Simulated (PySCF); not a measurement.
Ru (ruthenium, neutral) across methods

[Kr] 4d6 5s2, high-spin 5D determinant (an excited configuration). Computed with PySCF 2.14 in x2c-QZVPPall (13s8p7d4f2g, 118 functions), with the spin-free X2C one-electron Hamiltonian (Gaussian nucleus).

```tsv
method	E (hartree)	mean ε 4d β (eV)	mean ε 5s α (eV)	mean ε 5s β (eV)	Σ⟨r²⟩ (bohr²)	⟨S²⟩
PBE	-4529.94	-6.377	-5.588	-4.611	57.32	6.010
M06-L	-4530.22	-6.468	-5.528	-4.556	57.04	6.015
PBEsol	-4527.55	-6.304	-5.639	-4.644	57.07	6.011
UHF	-4528.01787	-11.587	-7.616	-6.166	59.63	6.026
LC-wPBE	-4529.90	-10.707	-8.238	-7.117	57.25	6.012
LDA	-4525.30	-6.353	-5.811	-4.889	56.86	6.008
PBE0	-4530.01	-7.877	-6.249	-5.217	57.35	6.011
r2SCAN	-4530.34	-6.567	-5.790	-4.751	57.22	6.022
```
